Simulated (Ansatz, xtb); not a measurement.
C6H8N2: which of two isomers lies lower

Structure I: `Nc1cccc(N)c1`, a singlet. Structure II: `Nc1ccccc1N`, a singlet. Both are isolated molecules in the gas phase, relaxed with r2SCAN-D4/def2-SVP; the shapes shown needn't be the lowest conformers.

I (Å):

```xyz
16

C    -1.1454    0.7457   -0.7458
C    -1.4117   -0.6320   -0.6045
C    -0.9013   -1.3185    0.4971
C    -0.1313   -0.6779    1.4677
C     0.1414    0.6996    1.3371
C    -0.3700    1.3971    0.2290
N    -1.6871    1.4619   -1.8030
N     0.9500    1.3470    2.2596
H    -1.9407    0.9136   -2.6168
H    -1.2070    2.3205   -2.0470
H    -2.0194   -1.1491   -1.3530
H    -1.1105   -2.3877    0.6026
H     0.2666   -1.2336    2.3220
H     1.0103    0.9076    3.1709
H     0.8345    2.3522    2.3196
H    -0.1606    2.4677    0.1233
```

II (Å):

```
atom    x (Å)    y (Å)    z (Å)
   C  -0.0885   0.7545  -0.3307
   C  -0.5684  -0.3463  -1.0497
   C  -1.4182  -1.2831  -0.4496
   C  -1.7884  -1.1276   0.8872
   C  -1.3308  -0.0204   1.6116
   C  -0.4964   0.9334   1.0175
   N   0.7382   1.7358  -0.8902
   N   0.0134   2.0417   1.7041
   H   1.1243   1.4721  -1.7918
   H   1.4846   2.0179  -0.2547
   H  -0.2564  -0.4744  -2.0920
   H  -1.7781  -2.1378  -1.0290
   H  -2.4427  -1.8585   1.3703
   H  -1.6355   0.1191   2.6546
   H  -0.0102   2.8895   1.1373
   H  -0.4375   2.2041   2.5995
```

Quicker runs give these differences E(II) − E(I): GFN2-xTB +2.03 kcal/mol; HF/STO-3G −0.06 kcal/mol (at GFN2-xTB geometries); r2SCAN-D4/def2-SVP//GFN2-xTB +0.62 kcal/mol.

Problem. Estimate E(II) − E(I) at the level CCSD(T)/def2-SVP + ΔMP2/def2-TZVPP.

Solution. CCSD(T)/def2-SVP + ΔMP2/def2-TZVPP gives E(II) − E(I) = −1.10 kcal/mol, slightly favouring structure II, which is too small a margin to settle the true order.

Level by level:

```tsv
level	geometry	E(II) − E(I) (kcal/mol)	departure from the last row (kcal/mol)	job, with rough time for the two
GFN2-xTB	GFN2-xTB	+2.03	+3.12	optimisation, 0.12 s
HF/STO-3G	GFN2-xTB	−0.06	+1.04	single point, 0.56 s
r2SCAN-D4/def2-SVP//GFN2-xTB	GFN2-xTB	+0.62	+1.72	single point, 6.2 s
r2SCAN-D4/def2-SVP	r2SCAN-D4/def2-SVP	+0.31	+1.41	optimisation, 44 s
HF/def2-SVP	r2SCAN-D4/def2-SVP	+2.04	+3.13	part of the CCSD(T) run
MP2/def2-SVP	r2SCAN-D4/def2-SVP	−1.91	−0.82	part of the CCSD(T) run
CCSD(T)/def2-SVP	r2SCAN-D4/def2-SVP	−1.03	+0.07	single point
CCSD(T)/def2-SVP + ΔMP2/def2-TZVPP	r2SCAN-D4/def2-SVP	−1.10		single point, 3.2 min
```

As drawn, both hold the same kinds of bond in the same numbers.

GFN2-xTB, r2SCAN-D4/def2-SVP//GFN2-xTB, HF/def2-SVP put the two in the other order. HF/STO-3G, r2SCAN-D4/def2-SVP find them nearly level. The largest departure from CCSD(T)/def2-SVP + ΔMP2/def2-TZVPP is that of HF/def2-SVP, 3.13 kcal/mol. The last row adds to CCSD(T) the change of the MP2 difference between the two basis sets, here −0.07 kcal/mol.

With thermal terms from frequencies at re-optimised GFN2-xTB minima (ideal gas, soft modes damped towards free rotors, one conformer each, 298.15 K, 1 atm): the zero-point term adds +0.34 kcal/mol; ΔH is −0.82 and ΔG −0.74 kcal/mol.

The correlated steps freeze 8 core orbitals. Codes used: Ansatz 0.2.0, xtb 6.7.1; the last row on 2 threads of Arm Neoverse V2 on a shared host.
